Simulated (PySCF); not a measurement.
C3H12GeSi.
SMILES: `CCC[SiH2][GeH3]`

A linear-response calculation (PySCF, def2-SVPD basis, gas phase, vertical, core orbitals frozen in the response) gave these numbers; the functional is withheld.

Orbital energies (eV): HOMO-3 -9.20, HOMO-2 -8.91, HOMO-1 -8.43, HOMO -7.70, LUMO 0.00, LUMO+1 0.02, LUMO+2 0.50.

```
state  E (eV)      f  main configurations (H = HOMO, L = LUMO)
   S1    6.85  0.047                    H→L (57%), H→L+1 (40%)
   S2    6.97  0.132                    H→L+1 (53%), H→L (39%)
   S3    7.29  0.018                               H→L+2 (93%)
   S4    7.44  0.051                H→L+3 (58%), H-1→L+1 (32%)
   S5    7.56  0.176   H-1→L+1 (53%), H→L+3 (24%), H-1→L (10%)
   S6    7.65  0.030                               H-1→L (83%)
```

Triplets (Tamm–Dancoff): T1 6.27 eV, H→L+1 (89%); T2 6.46 eV, H→L (83%); T3 6.53 eV, H→L+2 (89%); T4 6.95 eV, H→L+3 (81%).

Vertical ionisation energy by ΔSCF with the same functional: 9.74 eV. Mean static polarisability: 102.8 au.

Question: Name the functional.
A. CAM-B3LYP
B. PBE
C. HF
D. B3LYP

Answer: D. B3LYP is a global hybrid with 20% exact exchange. In this run −ε(HOMO) = 7.70 eV differs from the ΔSCF value by -2.04 eV, and S1 differs from the orbital gap of 7.70 eV by -0.85 eV. The ratio −ε(HOMO)/IP is 0.79. Small neutral molecules mostly give 0.67 to 0.83 with B3LYP, 0.5 to 0.7 with PBE, 0.85 to 0.93 with CAM-B3LYP; with Hartree–Fock the ratio is 1 or more (Koopmans' value less the relaxation energy is the ΔSCF value).

Method used: TDDFT B3LYP/def2-SVPD, vertical, gas phase, core orbitals frozen in the response (PySCF). Geometry: PBE0-D3(BJ)/def2-SVP, one conformer, isolated molecule. The B3LYP/def2-SVPD calculation is non-relativistic and has no spin–orbit coupling, an omission that weighs most on germanium.

The values belong to the conformer `[CH3:1][CH2:2][CH2:3][SiH2:4][GeH3:5]`: C1–C2–C3–Si4 179°, C2–C3–Si4–Ge5 60°.
